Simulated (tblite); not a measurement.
Species: C4H10OSi3.
Atom-mapped SMILES: `[CH3:1][Si@@H:2]1[CH:3]=[C:4]([CH:5]=[O:6])[Si@@H:7]1[SiH3:8]` (hydrogens: H9, H10, H11 on C1; H12 on Si2; H13 on C3; H14 on C5; H15 on Si7; H16, H17, H18 on Si8)

Cartesian coordinates in Å at the GFN2-xTB level; atoms count from 1:
```xyz
18
C4H10OSi3 angstrom
C     -1.9928    1.9285    0.3215
Si    -1.0706    1.0146   -1.0727
C     -1.2714   -0.8778   -0.9302
C     -0.0261   -1.3295   -0.6931
C      0.3657   -2.6893   -0.4108
O      1.3815   -2.9851    0.1796
Si     1.1199    0.2058   -0.6280
Si     2.3361    0.3663    1.3342
H     -1.7955    2.9951    0.2809
H     -1.6838    1.5719    1.2994
H     -3.0675    1.7922    0.2442
H     -1.6190    1.5077   -2.3507
H     -2.1429   -1.5189   -0.9614
H     -0.3266   -3.4790   -0.7762
H      1.9708    0.1628   -1.8380
H      2.8116    1.7499    1.4815
H      3.5107   -0.4992    1.4014
H      1.4912    0.0901    2.5000
```

Level: GFN2-xTB in tblite, geometry and Hessian alike; calculated harmonic values, unscaled, isolated species. This tight-binding method is rough: wavenumbers can miss measured ones by several per cent, in bad cases by 10 to 20. Modes of hydrogen on silicon can be 10 to 20 % off. One conformer, not necessarily the lowest.

Harmonic wavenumbers (cm⁻¹): 36.6, 47.6, 58.0, 63.8, 99.2, 121.4, 133.6, 158.0, 222.0, 297.2, 332.0, 376.2, 423.5, 441.6, 473.9, 486.3, 559.0, 575.9, 613.7, 620.7, 655.8, 703.1, 745.1, 774.1, 787.4, 807.6, 812.6, 812.8, 836.9, 914.5, 1107.9, 1217.3, 1351.9, 1367.1, 1486.4, 1490.0, 1581.4, 1707.2, 2080.0, 2126.3, 2192.1, 2229.5, 2276.6, 2706.2, 3026.3, 3035.5, 3040.5, 3046.3.

A = 1394, B = 926.6, C = 641.7 MHz; mass 158.004 u (most abundant isotopes); point group C1, symmetry number 1.

Question: Zero-point energy?

Answer: Half the sum of the wavenumbers: 25529 cm⁻¹ = 305.40 kJ/mol.

Question: Give the ideal-gas entropy at 200 K and 1 bar in the rigid-rotor, harmonic-oscillator model (classical rotation).

Answer: Translation 163.70, rotation 121.96, vibration 128.80: S = 414.5 J/(mol K).

Question: And Cp and H(200 K) − H(0)?

Answer: Cp = 153.16 J/(mol K), of which vibrations give 119.90 (their classical limit is 48 R = 399.1); H(200 K) − H(0) = 19.72 kJ/mol without the zero-point energy, 13.07 from vibrations.

Question: Which modes carry the vibrational entropy at 200 K?

Answer: 36.6 cm⁻¹: 19.43; 47.6 cm⁻¹: 17.27; 58.0 cm⁻¹: 15.64; 63.8 cm⁻¹: 14.86; 99.2 cm⁻¹: 11.29; 121.4 cm⁻¹: 9.70 J/(mol K); the other 42 give 40.60 together.

Question: How do the functions run with temperature in this model?

Answer: 
```tsv
T (K)	S (J/(mol K))	Cp (J/(mol K))	H − H(0) (kJ/mol)	G − H(0) (kJ/mol)	ln q(vib)
50	268.0	74.0	2.58	-10.83	1.23
100	328.4	101.6	7.01	-25.83	3.48
298.15	484.5	199.0	37.09	-107.36	11.36
373.15	532.3	227.2	53.10	-145.52	14.05
500	604.2	264.6	84.41	-217.71	18.35
750	721.9	315.4	157.39	-384.04	25.94
1000	817.5	348.5	240.66	-576.84	32.58
```

q(vib) and H(0) count from the zero-point level.

Hindered rotation and anharmonicity are outside this model. Other conformers, if any are populated, would add a mixing term that is left out. The structure is chiral; the term R ln 2 for an equal mix with its mirror image is left out.
